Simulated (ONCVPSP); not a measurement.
nitrogen: one change to an ONCV potential, before and after

ONCVPSP 4.0.1 input, shortened (lines: element, Z, core and valence counts, functional; n l f; lmax; l rc ep ncon nbas qcut; lloc lpopt rc5 dvloc0; l nproj debl; icmod fcfact rcfact), PBE, non-relativistic:

```
  N 7.00    1    2        4      upf
    1    0    2.00
    2    0    2.00
    2    1    2.00
    2
    0    0.85    0.00    4    7    7.40
    1    1.20    0.00    3    7    8.20
    2    1.05    0.29    4    7    8.10
    4    5    0.80    0.00
    0    3    3.30
    1    3    0.50
    2    2    1.10
    0    0.00    0.00
```

In the p channel the program set the typed energies aside and used -0.760, 0.250, 0.750 Ha.

Change: s: nbas 8.

Cutoffs: the cutoffs (Ha) at which the residual kinetic energy of the hardest occupied pseudo-wave falls to 1 and 0.1 mHa per electron; they do not see the model core or the augmentation charge, which bear on the density cutoff. Errors are all-electron minus pseudo energies relative to the spin-unpolarised reference configuration.

**Question.** What does the change do?

**Answer.** The potential gets neither clearly harder nor softer (31 Ha and 116 Ha → 30 Ha and 131 Ha); both files keep a bound ghost (p, s); the errors of the 4 common tests hardly move.

```tsv
quantity	base	changed
cutoff, loose	31 Ha	30 Ha
cutoff, tight	116 Ha	131 Ha
loose cutoff by channel	s 31 Ha, p 29 Ha	s 30 Ha, p 29 Ha
bound ghosts	s, p	s, p
GHOST(+) flags under 300 eV	none	none
error for 2s2 2p3, meV [ΔE -13.60 eV]	+12	+12
error for 2s2 2p1, meV [ΔE 28.86 eV]	+48	+48
error for 2s2 2p0, meV [ΔE 75.94 eV]	+376	+376
error for 2s1 2p3, meV [ΔE 11.75 eV]	+12	+12
s: phases at 0.86 bohr within 0.05 rad from the reference energy up to (Ha; the scan ends near 5)	to the end of the scan	to the end of the scan
p: phases at 1.22 bohr within 0.05 rad from the reference energy up to (Ha; the scan ends near 5)	to the end of the scan	to the end of the scan
d: phases at 1.06 bohr within 0.05 rad from the reference energy up to (Ha; the scan ends near 5)	to the end of the scan	to the end of the scan
```

 A true bound ghost makes a file unfit for plane-wave use even where its test errors are small: the radial tests pick states by their node count and pass the ghost by.
